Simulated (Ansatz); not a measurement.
Consider the substitution at a C–Sn bond: `N[CH2][SnH2][NH2]` + `[NH2][AlH2]` → `NC[NH][AlH2]` + `[NH2][SnH3]`.

Isolated molecules relaxed with PBE0-D4/def2-TZVP in Ansatz; ΔE leaves out vibrations. CCSD(T)/CBS is the MP2 limit (def2-TZVPP, def2-QZVPP) plus CCSD(T) − MP2 in def2-TZVPP, frozen cores. This one scheme is used for every species. DFT in def2-TZVPP. Elements past krypton have def2 core potentials. For Sn outer-core shells are correlated without core-valence functions, which leaves a few kJ/mol of doubt a bond. Each species was taken in one conformer, which may not be the lowest.

`N[CH2][SnH2][NH2]`:

```xyz
12

N    -0.444    0.096    1.746
C    -0.183    1.030    0.658
Sn    0.820   -0.062   -0.915
N    -0.363   -1.554   -1.627
H    -1.010    0.522    2.470
H     0.418   -0.203    2.183
H     0.383    1.931    0.935
H    -1.135    1.362    0.237
H     1.239    0.914   -2.257
H     2.199   -0.819   -0.236
H    -1.032   -1.224   -2.312
H    -0.891   -1.993   -0.882
```

`[NH2][AlH2]`:

Cartesian coordinates in Å:
```
N -0.814 0.417 -0.207
Al 0.719 -0.368 0.182
H -1.006 0.916 -1.060
H -1.623 0.431 0.394
H 1.885 -0.287 -0.886
H 0.839 -1.109 1.577
```

`NC[NH][AlH2]`:

```xyz
11

N     0.790    0.712    1.519
C     0.856    0.171    0.173
N    -0.242   -0.725   -0.067
Al   -1.466   -0.649   -1.343
H     1.625    1.241    1.739
H    -0.006    1.332    1.611
H     1.821   -0.347    0.089
H     0.838    0.936   -0.619
H    -0.273   -1.445    0.642
H    -1.380    0.560   -2.364
H    -2.565   -1.787   -1.380
```

`[NH2][SnH3]`:

Z-matrix (Å, degrees):
```
Sn
N 1 2.032
H 1 1.717 2 113.4
H 1 1.704 2 105.9 3 -120.4
H 1 1.704 2 105.9 3 120.4
H 2 1.012 1 112.9 3 -61.0
H 2 1.012 1 112.9 3 60.8
```

```tsv
level	ΔE (kJ/mol)
LDA (SPW92)	16.0
B97M-V	18.1
BLYP	26.8
RPA@PBE/def2-TZVPP	26.8
MP2/def2-SVP	13.0
HF/def2-QZVPP	17.5
MP2/def2-QZVPP	39.9
HF/CBS(def2)	17.6
```

What does CCSD(T)/CBS give? (Best estimate.)

Computed: +36.4 kJ/mol. The listed levels differ from it by -20.4, -18.3, -9.6, -9.6, -23.4, -18.9, 3.5, -18.8 kJ/mol.

Largest T1 diagnostic among the species: 0.013.

From BLYP to BHLYP (50 % exact exchange), in def2-TZVPP and without D4, ΔE moves by −4.6 kJ/mol. In def2-TZVPP, CCSD(T) changes the Hartree–Fock value by +12.3 kJ/mol (the triples alone add +1.1 kJ/mol) and MP2 by +18.6 kJ/mol. At CCSD(T), def2-SVP lies −28.6 kJ/mol from the extrapolated value and def2-TZVPP −7.0 kJ/mol.
